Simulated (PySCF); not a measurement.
Species: C10H16.
InChI=1S/C10H16/c1-3-8(4-1)9-7-10(9)5-2-6-10/h8-9H,1-7H2/t9-/m0/s1

Method used: PySCF, TDDFT wB97X-D/def2-SVPD, vertical, gas phase, core orbitals frozen in the response. The structure is a single PBE0-D3(BJ)/def2-SVP conformer in the gas phase; no vibrational or solvent corrections. Torsions of this conformer, `[CH2:1]1[CH2:2][CH:3]([C@@H:4]2[CH2:5][C:6]23[CH2:7][CH2:8][CH2:9]3)[CH2:10]1`: C2–C3–C4–C5 -92°.

Relations used (vacuum, state to state): A = 0.6670 f ν̃² s⁻¹ (ν̃ in cm⁻¹); τ = 1/A; f = (2/3) ΔE |μ|² in atomic units; ∫σ dE = 109.76 f Mb·eV.

The rates are for emission to S0 at the absorption energy, with no other channel.

Energies and rates of the computed singlets with f of 0.002 or more:

| state | E (eV) | A (s⁻¹) |
| --- | --- | --- |
| S1 | 7.64 | 9.09×10⁶ |
| S2 | 7.85 | 4.74×10⁷ |
| S3 | 7.91 | 4.09×10⁷ |
| S4 | 7.99 | 5.16×10⁷ |
| S5 | 8.12 | 3.11×10⁷ |
| S6 | 8.16 | 1.15×10⁸ |
| S7 | 8.26 | 3.22×10⁷ |
| S8 | 8.40 | 1.17×10⁸ |
| S9 | 8.48 | 4.47×10⁷ |
| S10 | 8.70 | 7.06×10⁶ |

**Question.** Which f and |μ| stand behind these rates?

**Answer.** f = A / (0.6670 ν̃²), and |μ| follows from f:

```csv
state,f,|μ| (D),τ,"main configurations (H = HOMO, L = LUMO)"
S1,0.0036,0.35,110 ns,"H→L (75%), H→L+3 (8%)"
S2,0.018,0.77,21 ns,"H-1→L (28%), H→L+2 (22%), H→L+1 (17%)"
S3,0.015,0.71,24 ns,"H-1→L (36%), H→L+1 (30%)"
S4,0.019,0.78,19 ns,"H→L+3 (52%), H→L+1 (24%)"
S5,0.011,0.59,32 ns,"H-1→L+1 (43%), H-1→L+2 (27%), H-1→L+3 (12%)"
S6,0.040,1.13,8.7 ns,"H→L+2 (36%), H→L+4 (15%), H→L+3 (10%)"
S7,0.011,0.59,31 ns,"H-1→L+3 (46%), H-1→L+1 (14%), H-1→L (14%)"
S8,0.038,1.10,8.5 ns,"H-1→L+2 (28%), H-1→L+1 (15%), H-1→L+4 (12%)"
S9,0.014,0.67,22 ns,H→L+4 (46%)
S10,0.0022,0.26,140 ns,H→L+6 (58%)
```

**Question.** What is the integrated cross-section of all computed states together?

**Answer.** Σf = 0.171 over S1 to S10, so 109.76 × Σf ≈ 18.8 Mb·eV.

**Question.** How much energy does a mole of photons resonant with S8 carry?

**Answer.** 8.396 eV × 96.485 = 810 kJ/mol (194 kcal/mol).

**Question.** Suppose S1 emitted 0.3 eV lower with the same transition dipole. How would A change?

**Answer.** At fixed |μ|, A goes as the cube of the energy: (7.34/7.64)³ = 0.89, which makes τ about 120 ns.

The vertical ionisation energy (ΔSCF) is 9.04 eV, 0.34 eV above S10.

On x86-64 server, one thread (shared host), this took 7.3 min of wall time.
